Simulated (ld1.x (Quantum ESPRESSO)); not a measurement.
# Reading a pseudo-wave (F)

Columns: radius, all-electron u(r) and pseudo u(r) of the 2p shell (level -11.11 eV) of fluorine in the configuration [He] 2s2 2p5; PBE, scalar-relativistic, PAW scheme, ld1.x (Quantum ESPRESSO) 7.5.

```
r (bohr)  all-electron  pseudo
   0.050        0.0429  0.0123
   0.100        0.1387  0.0483
   0.150        0.2551  0.1058
   0.200        0.3738  0.1812
   0.250        0.4850  0.2698
   0.300        0.5837  0.3663
   0.350        0.6681  0.4653
   0.400        0.7381  0.5615
   0.450        0.7943  0.6503
   0.500        0.8375  0.7278
   0.550        0.8689  0.7915
   0.600        0.8898  0.8400
   0.650        0.9017  0.8733
   0.700        0.9060  0.8923
   0.750        0.9038  0.8991
   0.800        0.8964  0.8959
   0.850        0.8847  0.8854
   0.900        0.8695  0.8701
   0.950        0.8517  0.8518
   1.000        0.8317  0.8317
   1.050        0.8102  0.8102
   1.100        0.7875  0.7875
   1.150        0.7640  0.7640
   1.200        0.7400  0.7400
   1.250        0.7158  0.7158
   1.300        0.6916  0.6916
```

Question: How many radial nodes do the two functions have?

Answer: The all-electron 2p function has n − l − 1 = 0; the pseudo-wave has 0.

Question: At about which radius was the pseudo-wave matched?

Answer: 1.00 bohr, where the columns begin to agree (steps of 0.05 bohr).

Question: Where does each function peak?

Answer: Outermost all-electron maximum near 0.70 bohr, pseudo maximum near 0.75 bohr (to the table’s step).

Question: Is the pseudo-wave norm-conserving?

Answer: No, it belongs to a PAW set: the norm inside the radius is not constrained, and the difference is carried by the augmentation charge.
